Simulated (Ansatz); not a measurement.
Consider the atomization: `[NH][SiH](N)F`• → F• + 4 H• + 2 N• + Si•.

Isolated molecules relaxed with PBE0-D4/def2-TZVP in Ansatz; ΔE leaves out vibrations. CCSD(T)/CBS is frozen-core, at the limit of the def2 triple- and quadruple-zeta sets. DFT in def2-TZVPP. HSE06 is defined as in plane-wave codes. No spin–orbit coupling; open shells (•) take unrestricted orbitals. Spin–orbit coupling would lower the free atoms: a little for F, Si. Each species was taken in one conformer, which may not be the lowest.

`[NH][SiH](N)F`•:

Cartesian coordinates in Å:
```
N -0.723 1.179 -1.053
Si 0.113 0.494 0.306
N -0.054 -1.191 0.297
F 1.640 0.969 0.235
H -0.274 1.032 -1.959
H -0.442 1.000 1.574
H 0.126 -1.782 -0.496
H -0.387 -1.701 1.097
```

```json
{"level": "LDA (SPW92)", "ΔE (kJ/mol)": "3179.2", "difference from CCSD(T)/CBS": "401.8"}
{"level": "PBE-D4", "ΔE (kJ/mol)": "2822.6", "difference from CCSD(T)/CBS": "45.2"}
{"level": "revPBE-D4", "ΔE (kJ/mol)": "2745.5", "difference from CCSD(T)/CBS": "-31.9"}
{"level": "BLYP-D4", "ΔE (kJ/mol)": "2803.8", "difference from CCSD(T)/CBS": "26.4"}
{"level": "B97M-V", "ΔE (kJ/mol)": "2777.6", "difference from CCSD(T)/CBS": "0.2"}
{"level": "r2SCANh-D4", "ΔE (kJ/mol)": "2743.0", "difference from CCSD(T)/CBS": "-34.4"}
{"level": "r2SCAN0-D4", "ΔE (kJ/mol)": "2708.0", "difference from CCSD(T)/CBS": "-69.4"}
{"level": "HSE06-D4", "ΔE (kJ/mol)": "2752.4", "difference from CCSD(T)/CBS": "-25.0"}
{"level": "CAM-B3LYP-D4", "ΔE (kJ/mol)": "2806.4", "difference from CCSD(T)/CBS": "29.0"}
{"level": "ωB97X-V", "ΔE (kJ/mol)": "2792.0", "difference from CCSD(T)/CBS": "14.6"}
{"level": "ωB97M-V", "ΔE (kJ/mol)": "2787.3", "difference from CCSD(T)/CBS": "9.9"}
{"level": "B2PLYP", "ΔE (kJ/mol)": "2747.9", "difference from CCSD(T)/CBS": "-29.5"}
{"level": "PBE-QIDH", "ΔE (kJ/mol)": "2719.0", "difference from CCSD(T)/CBS": "-58.4"}
{"level": "PBE", "ΔE (kJ/mol)": "2809.3", "difference from CCSD(T)/CBS": "31.9"}
{"level": "revPBE", "ΔE (kJ/mol)": "2702.3", "difference from CCSD(T)/CBS": "-75.1"}
{"level": "r2SCAN", "ΔE (kJ/mol)": "2764.6", "difference from CCSD(T)/CBS": "-12.8"}
{"level": "PBE0", "ΔE (kJ/mol)": "2739.2", "difference from CCSD(T)/CBS": "-38.2"}
{"level": "CAM-B3LYP", "ΔE (kJ/mol)": "2795.2", "difference from CCSD(T)/CBS": "17.8"}
{"level": "LC-ωPBE", "ΔE (kJ/mol)": "2762.2", "difference from CCSD(T)/CBS": "-15.2"}
{"level": "MP2/def2-SVP", "ΔE (kJ/mol)": "2526.2", "difference from CCSD(T)/CBS": "-251.2"}
{"level": "CCSD/def2-SVP", "ΔE (kJ/mol)": "2468.1", "difference from CCSD(T)/CBS": "-309.3"}
{"level": "CCSD(T)/def2-SVP", "ΔE (kJ/mol)": "2492.1", "difference from CCSD(T)/CBS": "-285.3"}
{"level": "HF/def2-TZVPP", "ΔE (kJ/mol)": "1909.2", "difference from CCSD(T)/CBS": "-868.2"}
{"level": "SCS-MP2/def2-TZVPP", "ΔE (kJ/mol)": "2724.6", "difference from CCSD(T)/CBS": "-52.8"}
{"level": "CCSD/def2-TZVPP", "ΔE (kJ/mol)": "2632.1", "difference from CCSD(T)/CBS": "-145.3"}
{"level": "CCSD(T)/def2-TZVPP", "ΔE (kJ/mol)": "2672.3", "difference from CCSD(T)/CBS": "-105.1"}
{"level": "HF/def2-QZVPP", "ΔE (kJ/mol)": "1920.0", "difference from CCSD(T)/CBS": "-857.4"}
{"level": "MP2/def2-QZVPP", "ΔE (kJ/mol)": "2777.7", "difference from CCSD(T)/CBS": "0.3"}
{"level": "SCS-MP2/def2-QZVPP", "ΔE (kJ/mol)": "2796.1", "difference from CCSD(T)/CBS": "18.7"}
{"level": "CCSD/def2-QZVPP", "ΔE (kJ/mol)": "2691.9", "difference from CCSD(T)/CBS": "-85.5"}
{"level": "MP2/CBS(def2)", "ΔE (kJ/mol)": "2818.0", "difference from CCSD(T)/CBS": "40.6"}
{"level": "CCSD/CBS(def2)", "ΔE (kJ/mol)": "2729.8", "difference from CCSD(T)/CBS": "-47.6"}
{"level": "HF/cc-pV(D+d)Z", "ΔE (kJ/mol)": "1794.8", "difference from CCSD(T)/CBS": "-982.6"}
{"level": "CCSD/cc-pV(T+d)Z", "ΔE (kJ/mol)": "2624.7", "difference from CCSD(T)/CBS": "-152.7"}
{"level": "HF/cc-pV(Q+d)Z", "ΔE (kJ/mol)": "1920.3", "difference from CCSD(T)/CBS": "-857.1"}
{"level": "MP2/cc-pV(Q+d)Z", "ΔE (kJ/mol)": "2777.5", "difference from CCSD(T)/CBS": "0.1"}
{"level": "CCSD/cc-pV(Q+d)Z", "ΔE (kJ/mol)": "2691.7", "difference from CCSD(T)/CBS": "-85.7"}
{"level": "CCSD(T)/cc-pV(Q+d)Z", "ΔE (kJ/mol)": "2736.1", "difference from CCSD(T)/CBS": "-41.3"}
{"level": "HF/CBS(cc)", "ΔE (kJ/mol)": "1924.9", "difference from CCSD(T)/CBS": "-852.5"}
{"level": "MP2/CBS(cc)", "ΔE (kJ/mol)": "2821.2", "difference from CCSD(T)/CBS": "43.8"}
{"level": "CCSD(T)/CBS", "ΔE (kJ/mol)": "2777.4", "difference from CCSD(T)/CBS": "0"}
```

Largest T1 diagnostic among the species: 0.013.

From r2SCAN to r2SCAN0 (25 % exact exchange), in def2-TZVPP and without D4, ΔE moves by −60.2 kJ/mol: exact exchange takes away binding that semilocal exchange gives to molecules. At CCSD(T), def2-SVP lies −285.3 kJ/mol from the extrapolated value and def2-TZVPP −105.1 kJ/mol: correlation converges slowly with the basis, and small sets miss more of it in the bonded molecule than in its fragments. The D4 term adds +21.7 kJ/mol with B3LYP and +11.1 kJ/mol with PBE0; it sums over pairs of atoms, weighted by their polarisabilities, and B3LYP, whose exchange is more repulsive, gets the larger term.

B3LYP here is the variant with VWN-RPA as its local correlation; programs differ in this.

CCSD(T)/CBS has its own doubt, a few kJ/mol and more with outer-core shells, so smaller differences from it don't rank the levels.
